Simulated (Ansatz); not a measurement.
Saddle point of GaH5S, singlet (GaH₃S ([SH][GaH2]) + H₂ → GaH₃ + H₂S (still joined by a long Ga–S bond); bonds formed: Ga1–H6, S2–H5; bonds broken: H5–H6; bonds weakened to dative contacts: Ga1–S2), PBE0-D4/def2-TZVP structure:

Ga1  (-0.434, -0.741, 0.313)
S2  (-0.172, 1.376, -0.928)
H3  (-1.204, -1.702, -0.633)
H4  (-0.550, -0.429, 1.830)
H5  (0.907, 0.199, -0.596)
H6  (1.232, -0.769, -0.139)
H7  (0.222, 2.067, 0.154)
(Å)

Energies are electronic, without zero-point energy. Barriers and step energies count from the start structure reached by relaxing down the imaginary mode; all methods use the PBE0-D4 structures, on which another method's saddle can fall below an end. Computed with Ansatz 0.2.0 (basis: def2-TZVPP, with def2-QZVPP for the basis limit); correlated methods freeze the cores. Filled d shells of the heavier atoms are correlated. The def2 sets are not built for correlating such inner shells, so the correlated values are less sure here. B3LYP uses VWN-RPA correlation. Extrapolation: Hartree–Fock as exp(−7.88 √X), correlation as X^−2.97.

```json
{"method": "SPW92", "barrier (eV)": "0.616", "step energy (eV)": "0.239"}
{"method": "PBE-D4", "barrier (eV)": "0.951", "step energy (eV)": "0.426"}
{"method": "BLYP-D4", "barrier (eV)": "1.136", "step energy (eV)": "0.471"}
{"method": "r2SCAN-D4", "barrier (eV)": "1.026", "step energy (eV)": "0.428"}
{"method": "B97M-V", "barrier (eV)": "1.067", "step energy (eV)": "0.350"}
{"method": "PBE0-D4", "barrier (eV)": "1.065", "step energy (eV)": "0.405"}
{"method": "B3LYP-D4", "barrier (eV)": "?", "step energy (eV)": "0.442"}
{"method": "r2SCAN0-D4", "barrier (eV)": "1.121", "step energy (eV)": "0.416"}
{"method": "BHLYP-D4", "barrier (eV)": "1.353", "step energy (eV)": "0.417"}
{"method": "CAM-B3LYP-D4", "barrier (eV)": "?", "step energy (eV)": "0.381"}
{"method": "wB97X-V", "barrier (eV)": "1.273", "step energy (eV)": "0.402"}
{"method": "wB97M-V", "barrier (eV)": "1.261", "step energy (eV)": "0.416"}
{"method": "B2PLYP", "barrier (eV)": "1.266", "step energy (eV)": "0.459"}
{"method": "PBE-QIDH", "barrier (eV)": "1.195", "step energy (eV)": "0.421"}
{"method": "RPA on PBE", "barrier (eV)": "?", "step energy (eV)": "0.394"}
{"method": "HF", "barrier (eV)": "1.765", "step energy (eV)": "0.465"}
{"method": "MP2", "barrier (eV)": "1.287", "step energy (eV)": "0.487"}
{"method": "CCSD", "barrier (eV)": "1.347", "step energy (eV)": "0.406"}
{"method": "CCSD(T)", "barrier (eV)": "1.274", "step energy (eV)": "0.419"}
```

(1) Fill in the withheld barriers. (To be estimated.)

No T1 diagnostic of these runs exceeds 0.014.

Results:

(1) By the calculation: B3LYP-D4 1.205; RPA on PBE 1.256; CAM-B3LYP-D4 1.233 eV. Each is the energy of the saddle less that of the start structure, by the same method.

For comparison, the barrier by CCSD(T) at an estimated basis limit (MP2 extrapolated from triple and quadruple zeta, plus CCSD(T) − MP2 in triple zeta) is 1.268 eV.

Labels in which every atom is bracketed show which atoms are joined, not bond orders.

For scale, one of the runs: CCSD(T)/def2-TZVPP, 160 basis functions, launched by `ansatz run in.yaml --threads 2 --pin off --events-out ev --progress --plain --max-ram 4352MiB`. The run took 20 s on 2 CPU threads of an Intel Xeon Platinum 8259CL (shared host), with 1.1 GiB of host memory at its peak.
